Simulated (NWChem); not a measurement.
# CH3FSi, singlet; SMILES C[Si]F

```xyz
6

Si     0.6626     0.1454     0.0000
F     -0.5347     1.2724     0.0000
C     -0.4343    -1.4002     0.0000
H      0.1428    -2.3377     0.0000
H     -1.0965    -1.3890    -0.8850
H     -1.0965    -1.3890     0.8850
```
Atoms are numbered in this order, from 1.

Computed with NWChem. Geometry optimised at PBE0/def2-SVP; all other runs use it. Low-valent species are run as closed-shell singlets; no triplet was tried in these runs.

```
quantity                                                  level  value
-----------------------------------------  --------------------  -----
anisotropy (bohr³), static                      B3LYP/def2-SVPD    ___
−ε(HOMO) (eV)                                    B3LYP/def2-SVP    ___
vertical, lowest excitation, singlet (eV)  B3LYP/def2-SVPD, TDA   3.42
dipole in solution (D) in water              PBE0/def2-SVP, SMD   2.06
dipole (D)                                        PBE0/def2-SVP    ___
highest harmonic frequency (cm⁻¹)                 PBE0/def2-SVP   3163
```

Question: Some entries are withheld; supply them.

Answer: 
- anisotropy (bohr³), static, value: 11.9
- −ε(HOMO) (eV), value: 6.39
- dipole (D), value: 1.56
